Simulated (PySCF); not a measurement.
Species: C₅H₇NOSi.
Numbering: `[H]/[N:1]=[CH:2]\[SiH2:3][c:4]1[cH:5][cH:6][cH:7][o:8]1` (hydrogens: H9 on N1; H10 on C2; H11, H12 on Si3; H13 on C5; H14 on C6; H15 on C7)

Method used: PySCF, PBE0-D3(BJ)/def2-SVP geometry optimisation, gas phase.

Some entries are withheld. Bonds in one row agree within 0.01 Å.

```json
{"coordinate": "N1=C2", "value": "1.272 Å"}
{"coordinate": "C2–Si3", "value": "1.903 Å"}
{"coordinate": "Si3–C4", "value": "?"}
{"coordinate": "C4–C5", "value": "1.372 Å"}
{"coordinate": "C5–C6", "value": "?"}
{"coordinate": "C6–C7", "value": "1.364 Å"}
{"coordinate": "C7–O8", "value": "1.344 Å"}
{"coordinate": "C4–O8", "value": "?"}
{"coordinate": "N1–H9", "value": "1.028 Å"}
{"coordinate": "C2–H10", "value": "1.108 Å"}
{"coordinate": "Si3–H11, Si3–H12", "value": "1.494 Å"}
{"coordinate": "C5–H13", "value": "1.088 Å"}
{"coordinate": "C6–H14", "value": "1.088 Å"}
{"coordinate": "C7–H15", "value": "1.088 Å"}
{"coordinate": "N1–C2–Si3", "value": "126.3°"}
{"coordinate": "C2–Si3–C4", "value": "?"}
{"coordinate": "Si3–C4–C5", "value": "132.9°"}
{"coordinate": "Si3–C4–O8", "value": "?"}
{"coordinate": "C5–C4–O8", "value": "108.6°"}
{"coordinate": "C4–C5–C6", "value": "107.0°"}
{"coordinate": "C5–C6–C7", "value": "105.7°"}
{"coordinate": "C6–C7–O8", "value": "110.5°"}
{"coordinate": "C4–O8–C7", "value": "?"}
```

Problem. Fill in the missing values.

Solution. 
- Si3–C4 = 1.864 Å, drawn single (SiH2 silicon to substituted aromatic carbon); 0.02 Å above the sum of covalent radii, 1.84 Å.
- C5–C6 = 1.427 Å, aromatic (both ends aromatic CH carbon); 0.03 Å below the sum of covalent radii, 1.46 Å.
- C4–O8 = 1.368 Å, aromatic (substituted aromatic carbon to furan-type oxygen); 0.02 Å below the sum of covalent radii, 1.39 Å.
- C2–Si3–C4 = 108.7°, at the SiH2 silicon; the outer atoms are 3.061 Å apart.
- Si3–C4–O8 = 118.5°, at the substituted aromatic carbon; the outer atoms are 2.789 Å apart.
- C4–O8–C7 = 108.2°, at the furan-type oxygen, inside a 5-membered ring; the outer atoms are 2.197 Å apart.

Radii are Cordero's, carbon taken as 0.76, 0.73 or 0.69 Å for four, three, and two or fewer neighbours.

Whether it is a minimum is left open (no frequencies). One conformer, not necessarily the lowest (N1–C2–Si3–C4 -8°, C2–Si3–C4–C5 -124°).
